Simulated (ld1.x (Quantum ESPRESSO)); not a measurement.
# arsenic, RRKJ: configuration errors across variants

ld1.x (Quantum ESPRESSO) 7.5 input, shortened:

```
&input
   title='As', zed=33., rel=0, dft='PZ', iswitch=3,
   config='[Ar] 3d10 4s2 4p3'
 /
 &inputp
   pseudotype=2, tm=.false., rho0=0.01, lloc=-1, rcloc=1.55,
   nlcc=.false.
 /
3
4S  1  0   2.00   0.00  1.70  1.70  0.0
4P  2  1   3.00   0.00  2.10  2.10  0.0
3D  3  2  10.00   0.00  1.20  1.20  0.0
 &test
   configts(1)='3d10 4s2 4p3'
 /
```

All-electron excitation energies from the reference (eV): (1) 3d10 4s2 4p2 9.352; (2) 3d10 4s2 4p1 27.517; (3) 3d10 4s2 4p0 55.524; (4) 3d10 4s0 4p5 18.180; (5) 3d9 4s2 4p4 41.342; (6) 3d10 4s1 4p3 18.979; (7) 3d10 4s1 4p4 8.984; (8) 3d10 4s2 4p3 spin -1.320; (9) 3d10 4s2 4p2 spin 8.627.

Spin tests fill each open shell by Hund’s rule, majority spin first.

4 further variants failed, have other tests or another functional or relativity, and are left out.

A true bound ghost makes a file unfit for plane-wave use even where its test errors are small: the radial tests pick states by their node count and pass the ghost by. Where a test does run into it, the solver fails or the error is huge.

Errors AE − PS in meV (a dash: test not solved or not reliable):

```tsv
change	(1)	(2)	(3)	(4)	(5)	(6)	(7)	(8)	(9)	bound ghosts
base	+3.1	+20	+64	-2.2	-167	+6.8	-0.4	+37	+27	none
type PAW; waves now 4s (bound): rcut 1.50, rcutus 1.70 bohr; 4s channel at 1.7 Ry: rcut 1.50, rcutus 1.70 bohr; 4p (bound): rcut 1.85, rcutus 2.10 bohr; 4p channel at 0.1 Ry: rcut 1.85, rcutus 2.10 bohr; 3d (bound): rcut 1.05, rcutus 1.20 bohr; 3d channel at -0.95 Ry: rcut 1.05, rcutus 1.20 bohr; local potential all-electron potential smoothed inside 1.30 bohr (lloc = -2); core correction a·sin(br)/r model core, default radius (ld1.x builds one for every PAW set, though the input has nlcc=.false.); augmentation PSQ, inside the norm-conserving radii; rho0 0	-0.1	-0.6	-3.5	+0.1	-257	-0.3	-0.1	-0.2	-0.2	none
wave 4p (bound): rc 2.10 bohr becomes 4p (bound): rc 1.86 bohr	+2.9	+18	+58	-1.9	-187	+7.1	-0.3	+38	+27	none
wave 3d (bound): rc 1.20 bohr becomes 3d (bound): rc 1.36 bohr	+3.2	+20	+65	-3.1	+201	+6.7	-0.5	+35	+26	none
```

(1) Give the same row for: all radii scaled by about 0.82 (s 1.38, p 1.72, d 0.98 bohr); local potential all-electron potential smoothed inside 1.26 bohr (lloc = -1).

## Answers

(1) -2.7, –, –, -3.0, –, –, -2.8, +30, +17; bound ghosts: s. Not counted: 3d9 4s2 4p4 (solver errors, printed error -2346 eV); 3d10 4s2 4p1 (solver errors, printed error -2267 eV); 2 more.
